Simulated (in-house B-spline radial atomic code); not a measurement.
A fraction x of an electron is removed from 4d in Pd, starting from [Kr] 4d10 and keeping the highest spin. Computed with a B-spline radial code for spherical atoms: non-relativistic BHandHLYP, spin-polarised, spherical fractional occupations, point nucleus.

Caution: exact exchange at fractional occupations of open shells leaves self-interaction of up to several eV.

```tsv
x	E(x) - E(0) (eV)	4d down level (eV)
0	0.0000	-6.951
0.11	0.8159	-7.889
0.24	1.9154	-9.034
0.29	2.3784	-9.485
0.4	3.4771	-10.495
0.5	4.5734	-11.435
0.62	6.0145	-12.587
0.72	7.3221	-13.568
0.81	8.5835	-14.465
0.89	9.7729	-15.274
1	11.5150	-16.403
```

The exact functional would give a straight line between the two integer points. Deviations E(x) - E(0) - x[E(1) - E(0)], in eV: -0.451 at x = 0.11, -0.848 at x = 0.24, -0.961 at x = 0.29, -1.129 at x = 0.4, -1.184 at x = 0.5, -1.125 at x = 0.62, -0.969 at x = 0.72, -0.744 at x = 0.81, -0.475 at x = 0.89.

The curve lies below the straight line by up to 1.184 eV (at x = 0.5): convex, the delocalisation error, to which spherically averaged exact exchange adds.

How well does Slater's transition state (minus the level at half occupation) give the ionisation energy?

It gives 11.435 eV against 11.515 eV from the two total energies; NIST lists 8.34 eV, ground level to ground level. The end point has an open shell averaged over its orbitals, so its exact exchange keeps a self-interaction and this is no true integer point.
